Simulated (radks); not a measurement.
Initial-state core-level shifts of neutral calcium when its valence configuration changes from [Ar] 4s2. All-electron calculation, scalar-relativistic Kohn-Sham, PBEsol, spin-polarised, spherical densities, finite nucleus; open shells are filled with parallel spins first; Fermi nuclear charge, rms radius 3.4776 fm. Program: a radial shooting solver on a logarithmic mesh with Libxc functionals. Shifts are changes of the shell-averaged eigenvalues in eV (positive: less bound); the change of the density at the nucleus, which sets a Mossbauer isomer shift, is in e/bohr^3, on a base of 6176.

| valence | 1s | 2s | 2p | 3p | density at nucleus |
|---|---|---|---|---|---|
| 3d1 4s1 | +2.328 | +2.828 | +2.781 | +2.386 | -2.8367 |
| 4s1 4p1 | -1.107 | -1.115 | -1.112 | -1.081 | -2.0181 |
| 3d1 4p1 | +1.301 | +1.870 | +1.818 | +1.381 | -4.8739 |
| 4p2 | -2.416 | -2.424 | -2.419 | -2.338 | -4.2921 |
| 3d2 | +2.776 | +3.585 | +3.508 | +2.977 | -5.0121 |
| 4s1.5 4p0.5 | -0.636 | -0.638 | -0.637 | -0.618 | -0.9642 |
| 3d0.5 4s1.5 | +1.444 | +1.745 | +1.717 | +1.450 | -1.6496 |
| 3d0.5 4s1 4p0.5 | +0.972 | +1.277 | +1.250 | +0.985 | -2.5491 |
| 4s0.5 4p1.5 | -1.768 | -1.776 | -1.772 | -1.717 | -3.1453 |
